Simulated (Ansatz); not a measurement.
C2H5NSe, SMILES `C1NC[Se]1`. The species carries charge 0 and has multiplicity 1. All single points use the PBE0-D4/def2-TZVP geometry.

```xyz
9

C     0.259    0.518    0.986
N     0.362    0.534   -0.467
C    -0.512   -0.564   -0.852
Se   -1.386   -0.568    0.916
H     0.111    1.502    1.432
H     1.058   -0.018    1.507
H     1.310    0.442   -0.810
H    -0.011   -1.519   -1.041
H    -1.191   -0.327   -1.672
```

Q: What is the dipole moment at ωB97M-V/def2-TZVPP? (An estimate is asked.)

A: The calculation gave: 1.92 D, with components (1.80, -0.39, -0.52) D in this frame, pointing from negative to positive charge.

Q: And with PBE, r2SCAN, B3LYP? (Estimate.)

A: The calculation gave: PBE 1.89 D, r2SCAN 2.01 D, B3LYP 1.91 D.

Q: Give the Mulliken charges with ωB97M-V, B3LYP, PBE in def2-TZVPP. (Estimate.)

A: The calculation gave: 
| atom | ωB97M-V | B3LYP | PBE |
| --- | --- | --- | --- |
| C1 | -0.22 | -0.16 | -0.16 |
| N2 | -0.19 | -0.23 | -0.20 |
| C3 | -0.22 | -0.16 | -0.16 |
| Se4 | -0.01 | -0.03 | -0.05 |
| H5 | 0.14 | 0.12 | 0.12 |
| H6 | 0.14 | 0.11 | 0.11 |
| H7 | 0.09 | 0.12 | 0.13 |
| H8 | 0.14 | 0.11 | 0.11 |
| H9 | 0.14 | 0.12 | 0.12 |

B3LYP here is the variant with VWN-RPA as its local correlation; programs differ in this.

Computed with Ansatz.
